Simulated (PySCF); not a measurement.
Compound: C8H9FOS.
Atom-mapped SMILES: `[CH3:1][S@:2](=[O:3])[c:4]1[cH:5][cH:6][cH:7][cH:8][c:9]1[CH2:10][F:11]` (hydrogens: H12, H13, H14 on C1; H15 on C5; H16 on C6; H17 on C7; H18 on C8; H19, H20 on C10)

The same species was optimised twice, with GFN2-xTB and with PBE0-D3(BJ)/def2-SVP (PySCF), and the same property calculations (PySCF, gas phase) were run on both structures.

```tsv
coordinate	GFN2-xTB	PBE0-D3(BJ)/def2-SVP	change
S2=O3 (Å)	1.463	1.504	+0.041
C1–S2 (Å)	1.853	1.819	-0.034
S2–C4 (Å)	1.828	1.805	-0.023
C4–C9 (Å)	1.391	1.405	+0.014
C7–C8 (Å)	1.383	1.393	+0.010
C4–C5 (Å)	1.385	1.395	+0.010
C5–C6 (Å)	1.383	1.392	+0.009
C6–C7 (Å)	1.385	1.392	+0.007
C8–C9 (Å)	1.391	1.398	+0.007
C9–C10 (Å)	1.503	1.508	+0.005
C10–F11 (Å)	1.373	1.373	0.000
C1–S2–C4 (°)	93.4	96.8	+3.4
C4–C9–C10 (°)	121.4	123.5	+2.1
S2–C4–C9 (°)	124.7	123.0	-1.7
C8–C9–C10 (°)	120.4	119.1	-1.3
C9–C10–F11 (°)	111.2	110.2	-1.0
S2–C4–C5 (°)	114.5	115.5	+1.0
C4–C9–C8 (°)	118.2	117.4	-0.8
C5–C4–C9 (°)	120.7	121.4	+0.7
C1–S2–C4–C5 (°)	-89	-94	-5
C8–C9–C10–F11 (°)	4	4	0
```

Rotational constants: A = 1208, B = 894.2, C = 574.3 MHz (GFN2-xTB) against A = 1207, B = 886.0, C = 571.5 MHz (PBE0-D3(BJ)/def2-SVP). Point groups within 0.08 Å: C1 and C1.

On the GFN2-xTB structure: HOMO (eV) -6.89 [PBE0/pcSseg-1]; LUMO (eV) -0.98 [PBE0/pcSseg-1]; dipole (D) 4.09 [PBE0/pcSseg-1]; GIAO shielding of C1 (ppm) 137.1 [PBE0/pcSseg-1]; GIAO shielding of S2 (ppm) 158.8 [PBE0/pcSseg-1]; GIAO shielding of O3 (ppm) 281.9 [PBE0/pcSseg-1]; GIAO shielding of C4 (ppm) 35.8 [PBE0/pcSseg-1]; GIAO shielding of C5 (ppm) 58.3 [PBE0/pcSseg-1]; GIAO shielding of C6 (ppm) 55.0 [PBE0/pcSseg-1]; GIAO shielding of C7 (ppm) 50.7 [PBE0/pcSseg-1]; GIAO shielding of C8 (ppm) 56.6 [PBE0/pcSseg-1].

What do these properties become on the PBE0-D3(BJ)/def2-SVP structure?

| property | level | on GFN2-xTB | on PBE0-D3(BJ)/def2-SVP | change |
| --- | --- | --- | --- | --- |
| HOMO (eV) | PBE0/pcSseg-1 | -6.89 | -6.80 | +0.09 |
| LUMO (eV) | PBE0/pcSseg-1 | -0.98 | -1.11 | -0.13 |
| dipole (D) | PBE0/pcSseg-1 | 4.09 | 4.24 | +0.15 |
| energy, GFN2-xTB geometry as zero (kcal/mol) | PBE0/pcSseg-1 | 0.0 | -2.6 | -2.6 |
| GIAO shielding of C1 (ppm) | PBE0/pcSseg-1 | 137.1 | 139.8 | +2.7 |
| GIAO shielding of S2 (ppm) | PBE0/pcSseg-1 | 158.8 | 169.4 | +10.6 |
| GIAO shielding of O3 (ppm) | PBE0/pcSseg-1 | 281.9 | 273.1 | -8.8 |
| GIAO shielding of C4 (ppm) | PBE0/pcSseg-1 | 35.8 | 38.8 | +3.0 |
| GIAO shielding of C5 (ppm) | PBE0/pcSseg-1 | 58.3 | 55.3 | -3.0 |
| GIAO shielding of C6 (ppm) | PBE0/pcSseg-1 | 55.0 | 52.6 | -2.4 |
| GIAO shielding of C7 (ppm) | PBE0/pcSseg-1 | 50.7 | 48.0 | -2.7 |
| GIAO shielding of C8 (ppm) | PBE0/pcSseg-1 | 56.6 | 53.4 | -3.2 |

The heavy atoms differ by 0.052 Å rms after alignment. Among bonds between heavy atoms S2=O3 changes most (+0.041 Å). Changes are differences of the printed values. Neither structure is proved a minimum here.

The values belong to the conformer `[CH3:1][S@:2](=[O:3])[c:4]1[cH:5][cH:6][cH:7][cH:8][c:9]1[CH2:10][F:11]`: C1–S2–C4–C5 -94°, C8–C9–C10–F11 4°.
